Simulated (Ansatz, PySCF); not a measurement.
Gas-phase reaction in SMILES: CS (CH4S) -> C[S-] + H+
Structures are relaxed separately at B3LYP-D3(BJ)/def2-TZVP in Ansatz (a quantum-chemistry and plane-wave program).

Property: gas-phase deprotonation energy (0 K, with B3LYP-D3(BJ) harmonic zero-point energies from PySCF), in kcal/mol. Valence correlation only, unless marked. No spin-orbit coupling. No relativistic terms. Anions need diffuse functions: aug- sets have them; def2-D sets add few; the other sets have none. CBS marks a two-point X^-3 extrapolation of the correlation energy; Hartree-Fock from the larger set. [CCSD(T)-MP2]/basis is that difference in the basis named.

```
level                         program  gas-phase deprotonation energy (kcal/mol)
----------------------  -------------  -----------------------------------------
HF/6-31G                       Ansatz                                      347.8
BP86-D3(BJ)/def2-TZVPD  PySCF + dftd3                                      355.1
PBE0/STO-3G                    Ansatz                                      489.2
PBE0/def2-SVP                  Ansatz                                      371.8
```

Question: What does RI-MP2/CBS(aug-cc-pV(T+d)Z,aug-cc-pV(Q+d)Z)+[CCSD(T)-MP2]/aug-cc-pV(T+d)Z (Ansatz) give?

Answer: 356.1 kcal/mol
